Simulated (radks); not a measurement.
Task: The mean radii <r> (bohr) of the occupied orbitals of an atom or ion are listed with their occupations. Method: scalar-relativistic Kohn-Sham, Wu-Cohen GGA, spin-polarised, spherical densities, point nucleus; computed with a radial shooting solver on a logarithmic mesh with Libxc functionals.

| orbital | occ. | <r> |
|---|---|---|
| 1s up | 1 | 0.2300 |
| 1s down | 1 | 0.2294 |
| 2s up | 1 | 1.165 |
| 2s down | 1 | 1.181 |
| 2p up | 1 | 1.126 |

Name the element and its charge. Open shells, if any, are filled with parallel spins first.

Result: Z = 7, nitrogen, charge +2: N2+ in [He] 2s2 2p1. The 1s radius gives Z: for a bare nucleus <r> = (2 gamma + 1)/(2Z) with gamma = sqrt(1 - (Z/c)^2), 0.2141 bohr for Z = 7, and screening makes it slightly larger (0.2300 here). The occupations add up to 5, and the charge is Z minus that.
